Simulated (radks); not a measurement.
Problem. Numerical settings for the zirconium ion Zr10+, [Ar] 3d10 4s2. Method: scalar-relativistic Kohn-Sham, BLYP, spin-polarised, spherical densities, point nucleus; computed with a radial shooting solver on a logarithmic mesh with Libxc functionals. The defaults (mesh step 0.008 in ln r, mesh end at 40 bohr or more with all orbitals vanishing there, Anderson mixing 0.5 over 9 steps, residual threshold near 1e-9 with the energy settled to 1e-9 hartree or 1e-11 of itself, here a cap of 99 iterations) give E = -3568.7108 hartree and 4s at -206.76 eV in 14 iterations. Run on one thread of a shared host, so times are rough (Arm Neoverse V1): 0.16 s of CPU time, 0.16 s wall, 14 iterations on 2476 mesh points. One setting is changed at a time: mesh step in ln r 0.08; mesh step in ln r 0.12; mesh step in ln r 0.005; mesh end (bohr) 400; mesh end (bohr) 8; residual threshold 0.1; residual threshold 0.001; mixing 0.2; linear mixing, mixing 0.05; linear mixing, mixing 0.2; mixing history 3; iteration cap 8. Which runs fail to converge, and which converge to a wrong energy?

Solution. Not converged within the cap: mesh step in ln r 0.08; mesh step in ln r 0.12; linear mixing, mixing 0.05; iteration cap 8. No run marked as converged misses the energy by more than 1 mhartree.
